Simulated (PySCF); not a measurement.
SMILES [SiH3]C[CH2][Ge]([Cl])([Cl])[Cl] (C₂H₇Cl₃GeSi) at its CAM-B3LYP/def2-SVP optimised geometry (Å):

```
14

Si     0.7594    -2.3563     0.0000
C      0.1155    -0.5787     0.0000
C      0.5709     0.2465     1.2060
Ge    -0.1016     2.0650     1.1642
Cl     0.5625     3.2016     2.8574
Cl     0.5543     3.0757    -0.6143
Cl    -2.2497     2.0769     1.1541
H      0.2695    -3.0757    -1.2075
H      0.2863    -3.0685     1.2206
H      2.2497    -2.3563     0.0000
H     -0.9857    -0.6140    -0.0435
H      0.4422    -0.0973    -0.9366
H      0.2263    -0.1859     2.1586
H      1.6679     0.3259     1.2650
```

Computed with CAM-B3LYP/def2-TZVP (PySCF 2.14.0). Cells within 0.4 Å of a nucleus heavier than hydrogen are left out (blank, or x).

Map of the Laplacian of the electron density (e/bohr⁵), clipped to [-1.50, 1.50] on the plane z = 1.0 Å:

```
|333333333333333333333333333|
|333333333333333333333333333|
|333333333333333333333333333|
|333333333333333333333333333|
|333333333333344433333333333|
|333333444444444443333333333|
|333334444444454443333333333|
|333334429245999443333333333|
|3333443xx339xx9443333333333|
|333334399246999443333333333|
|333334443444563444333333333|
|333333444444432344433333333|
|33333333333444xx22433333333|
|33333333333444x534433333333|
|333333333334444444433333333|
|333333333334444444333333333|
|333333333334444443333333333|
|333333333333444444333333333|
|333333333333444444433333333|
|333333333333433344433333333|
|333333333333430344333333333|
|333333333333433443333333333|
|333333333333344433333333333|
|333333333333333333333333333|
|333333333333333333333333333|
|333333333333333333333333333|
|333333333333333333333333333|
```
Scale: ten equal steps from -0.965 (start of '0') to 1.50 (end of '9'), in the order '0123456789'; x runs from -5.50 to 5.50, y from -5.50 (bottom) to 5.50 (top).
